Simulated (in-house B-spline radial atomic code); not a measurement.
K+ is squeezed into an impenetrable sphere of radius R (the orbitals vanish at R). Computed with a radial B-spline atomic code at the basis-set limit: Dirac-Hartree-Fock, average of configuration, Fermi nucleus of rms radius 3.4349 fm.

Energies in eV above the free ion in [Ne] 3s2 3p6:

```csv
R (bohr),highest level (eV),[Ne] 3s2 3p6,[He] 2s2 2p5 3s2 3p6 3d1,[Ne] 3s2 3p5 3d1
8.65,-31.7,0,298.5,21.7
6.73,-31.7,0.0007371,298.6,21.83
5.47,-31.7,0.02033,298.8,22.2
4.1,-31.2,0.6562,300,24.01
3.31,-29.3,4.604,304.5,29.54
3.05,-27.7,8.715,308.7,34.43
2.52,-20.5,32.23,332.1,60.04
2.08,-5.14,97.69,397.8,127.3
1.7,27.1,265.6,569,294.2
1.36,98.6,696.1,1014,712.6
```

Problem. Does [He] 2s2 2p5 3s2 3p6 3d1 fall below [Ne] 3s2 3p6 under compression?

Solution. No, it stays above over the whole range.

Problem. Does [Ne] 3s2 3p5 3d1 fall below [Ne] 3s2 3p6 under compression?

Solution. No, it stays above over the whole range.

The highest level is first positive in the row R = 1.7 bohr, pushed up by confinement above the zero of the free ion's potential. Each configuration is held fixed and needn't be the lowest in the sphere.
